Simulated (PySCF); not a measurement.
TiH₃, SMILES [TiH3] (connectivity only; charge and spin as stated), neutral, multiplicity 2.

Coordinates come from a PBE0-D3(BJ)/def2-TZVPD optimisation. A frequency run showed that this geometry is not a minimum. The multiplicity is an assumed one; other spin states were not compared.

Two levels are set side by side: PBE/def2-TZVPD (PySCF) and ωB97X/def2-TZVPD (PySCF). Same geometry, gas phase. Differences are taken from unrounded values.

```tsv
quantity	ωB97X
α-spin orbital gap (eV)	9.05
β-spin orbital gap (eV)	10.23
mean polarisability (bohr³)	49.1
```

Q: What does PBE give, and how far is it from ωB97X? (Estimate from the structure and the level; the computed values follow.)

A: 
| quantity | PBE | PBE minus ωB97X |
|---|---|---|
| α-spin orbital gap (eV) | 0.80 | -8.25 |
| β-spin orbital gap (eV) | 3.14 | -7.09 |
| mean polarisability (bohr³) | 53.3 | 4.2 |

PBE's more diffuse valence density responds more strongly to a field. Differences between two approximate levels are no errors against the true value.

Rough cost on one machine, each run with all the roots and properties that it gave: ωB97X against PBE within a factor of 2.
